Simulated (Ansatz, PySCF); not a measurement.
C2H7FSn (SMILES C[CH2][SnH2][F]), singlet, at a GFN2-xTB geometry (such geometries of metal compounds can be far from the true shape) (all electrons, no relativity), with bond 2-1 at 1.4 times its length. Base run: CASSCF(4,5)/STO-3G run with PySCF.

Input for PySCF:
```python
from pyscf import gto, scf, mcscf
import numpy

mol = gto.M(
    atom='''
Sn    0.452508    0.270558    0.226971
F     1.504572   -1.515718   -1.571804
C    -1.601003   -0.446161    0.491138
C    -2.437654   -0.262484   -0.757392
H     0.718584    1.727321   -0.612455
H     1.570998    0.127392    1.506018
H    -2.037860    0.079043    1.337787
H    -1.512699   -1.500540    0.750018
H    -2.531962    0.789559   -1.020830
H    -3.437788   -0.660401   -0.589561
H    -1.998550   -0.790227   -1.601209
''',
    basis='sto-3g',
    charge=0,
    spin=0,
    verbose=4,
)

mf = scf.RHF(mol)
mf.kernel()
mc = mcscf.CASSCF(mf, 5, 4)
mc.fix_spin_(ss=0.0)
mc.kernel()
occ = numpy.linalg.eigvalsh(mc.fcisolver.make_rdm1(mc.ci, mc.ncas, mc.nelecas))[::-1]
ss = mc.fcisolver.spin_square(mc.ci, mc.ncas, mc.nelecas)[0]
print('natural occupations', occ.round(4), ' <S^2>', round(ss, 4))
```

Programs used: Ansatz (an electronic-structure program), PySCF; a row that names a program was run with it.

The base run was repeated with changes; each row names its change, and settings that it needs were set with it.

```csv
change,ΔE vs base (mEh),natural occupations,<S^2> of the state,outcome
base,0.000,1.97 1.63 0.37 0.03 0.00,0.00,converged
"active space = 2 electrons, 3 orbitals",15.761,1.63 0.37 0.00,0.00,converged
code = ansatz,-1.121,-,-,converged
"active space = 6 electrons, 4 orbitals",15.249,2.00 2.00 1.64 0.36,0.00,converged
orbitals = fixed (CASCI); correction = SC-NEVPT2,-119.4,2.00 1.65 0.35 0.00 0.00,0.00,converged
"active space = 6 electrons, 8 orbitals",-21.017,1.98 1.97 1.63 0.37 0.03 0.02 0.00 0.00,0.00,converged
start = MP2 natural orbitals,0.000,1.97 1.63 0.37 0.03 0.00,0.00,converged
conv_tol = 1e-5,0.000,1.97 1.63 0.37 0.03 0.00,0.00,converged
"active space = 8 electrons, 9 orbitals",-,-,-,not converged
correction = SC-NEVPT2,-126.5,1.97 1.63 0.37 0.03 0.00,0.00,converged
"active space = 2 electrons, 4 orbitals",15.752,1.63 0.37 0.00 0.00,0.00,converged
```

Active orbitals are taken around the Fermi level unless the row says otherwise; CASSCF can end in different local minima, and two programs can end on different orbitals. State-averaged rows give the lowest state.
